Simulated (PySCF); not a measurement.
C5H7N.

```xyz
13

C      0.0219    -2.1949     0.0000
C      0.0646    -0.7002     0.0000
C      1.1269     0.1373     0.0000
C      0.5966     1.5408     0.0000
N     -0.8564     1.4397     0.0000
C     -1.1237     0.1805     0.0000
H     -0.5144    -2.5772     0.8852
H     -0.5144    -2.5772    -0.8852
H      1.0323    -2.6286     0.0000
H      2.1822    -0.1396     0.0000
H      0.9253     2.1245    -0.8807
H      0.9253     2.1245     0.8807
H     -2.1592    -0.1845     0.0000
```
Charge 0, spin multiplicity 1.

The structure is a stationary point at B3LYP-D3(BJ)/def2-SVP. The values are those of a single conformer.

Calculation: PBE/pcSseg-1 (PySCF). Non-relativistic, no solvent.

**Question.** Give the absolute GIAO shielding of each atom: isotropic value and principal components (ppm). (The exact figures need the calculation; the answer reports its results.)

**Answer.** 
| atom | σ(iso) | σ11 | σ22 | σ33 | span |
|---|---|---|---|---|---|
| C1 | 165.3 | 152.0 | 161.1 | 182.8 | 30.8 |
| C2 | 34.0 | -65.4 | 38.2 | 129.3 | 194.7 |
| C3 | 28.5 | -73.2 | 22.1 | 136.7 | 210.0 |
| C4 | 104.9 | 86.9 | 93.5 | 134.2 | 47.4 |
| N5 | -121.4 | -441.8 | -146.7 | 224.4 | 666.2 |
| C6 | 7.8 | -88.9 | 20.6 | 91.9 | 180.8 |
| H7 | 29.0 | 25.4 | 27.0 | 34.8 | 9.4 |
| H8 | 29.0 | 25.4 | 27.0 | 34.8 | 9.4 |
| H9 | 28.9 | 24.3 | 28.6 | 33.9 | 9.5 |
| H10 | 24.1 | 21.6 | 24.5 | 26.3 | 4.7 |
| H11 | 26.6 | 23.1 | 25.7 | 30.9 | 7.8 |
| H12 | 26.6 | 23.1 | 25.7 | 30.9 | 7.8 |
| H13 | 23.2 | 21.8 | 22.0 | 25.8 | 4.0 |
